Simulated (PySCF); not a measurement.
Input of a run (PBE0-D3(BJ)/def2-SVP geometry optimisation, gas phase (PySCF 2.14.0)), started from GFN2-xTB:
```
{"job": {"xc": "PBE0", "basis": "def2-SVP", "d3": "d3bj", "grid": 1, "kind": "geom"}, "charge": 0, "multiplicity": 1}
Si    -2.659301     0.238328     0.322981
N     -1.709314    -1.045419    -0.345938
Ge    -0.033053    -0.871362    -1.040873
C      1.326972    -0.420905     0.298711
C      2.461946     0.489996    -0.070390
C      1.379478     0.984485     0.825523
H     -3.967676    -0.358486     0.594716
H     -2.096429     0.800201     1.561844
H     -2.710525     1.282849    -0.700205
H     -1.904310    -1.954195     0.044547
H     -0.124200     0.241899    -2.048096
H      0.247208    -2.182601    -1.735506
H      1.563654    -1.200769     1.013924
H      3.435171     0.292211     0.354509
H      2.499565     0.874386    -1.080168
H      0.680293     1.704503     0.422041
H      1.603522     1.136908     1.871394
```

Output (energies in Eh, forces in Eh/bohr):
```
step   0  E = -2541.11157541  max force = 0.012551
step   1  E = -2541.11567958  max force = 0.003652
step   2  E = -2541.11596105  max force = 0.000816
step   3  E = -2541.11601092  max force = 0.000896
step   4  E = -2541.11613985  max force = 0.001781
step   5  E = -2541.11631783  max force = 0.002551
step   6  E = -2541.11640116  max force = 0.001810
step   7  E = -2541.11645433  max force = 0.000489
step   8  E = -2541.11646039  max force = 0.000397
optimisation converged
```

Question: Summarise the run.

Answer: The energy falls by 3.1 kcal/mol over 9 energy and gradient evaluations, the largest force component goes from 0.0126 to 4.0e-04 Eh/bohr, and the atoms move by 0.351 Å rms after alignment. The bond that changes most is Ge3–H11 (ends: germanium bonded to C, N and 2 H; Ge–H hydrogen), which lengthens by 0.041 Å. Bonds longer at the end by more than 0.005 Å: 14 of 17; shorter: 1. Among the angles that change most is N2–Si1–H7, from 105.1° to 111.0°. Among the dihedrals that turn most is H7–Si1–N2–Ge3, from 173° to 144°. The energy never rose by more than 1e-6 Eh on the way. The first step brought 84 % of the lowering.

Question: What are the final bond lengths?

Answer: Si1–N2 1.732 Å, N2–Ge3 1.843 Å, Ge3–C4 1.936 Å, C4–C5 1.507 Å, C5–C6 1.494 Å, C4–C6 1.509 Å, Si1–H7 1.498 Å, Si1–H8 1.501 Å, Si1–H9 1.495 Å, N2–H10 1.015 Å, Ge3–H11 1.545 Å, Ge3–H12 1.541 Å, C4–H13 1.095 Å, C5–H14 1.093 Å, C5–H15 1.095 Å, C6–H16 1.095 Å, C6–H17 1.093 Å. Numbering counts from 1 in the input's order; the species is `[SiH3][NH][GeH2][CH]1CC1`.

The run used 161 basis functions and 61 SCF cycles in all. Time: 2.1 min wall. Hardware: Arm Neoverse V1, one thread, no GPU, shared host.

Stationary, but not proved a minimum. One conformer, not necessarily the lowest.
